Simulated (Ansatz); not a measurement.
Input file for Ansatz (a quantum-chemistry and plane-wave program): R-CCSD(T)/def2-SVP on O2Zr (SMILES [O]=[Zr]=[O]), 2S+1 = 1, a spin state set in the input, which need not be the lowest. Elements past Kr take the def2 small-core potentials; no spin–orbit coupling.

Ansatz 0.2 input:
```yaml
crystal:
  periodic: [false, false, false]
  atoms:
    - {symbol: Zr, position_ang: [0.40451894, -0.33927184, 0.40497182]}
    - {symbol: O, position_ang: [0.87531766, 0.36697666, -1.15513139]}
    - {symbol: O, position_ang: [-1.31300532, 0.01976678, 0.67993994]}
basis:
  gaussian:
    orbitals: def2-SVP
magnetization: {spin_polarized: false}
correlation: {method: ccsd_t, electrons: valence}
```

Q: Predict the final total energy.

A: -196.7835 hartree (reference determinant -196.1235, T1 diagnostic 0.032).
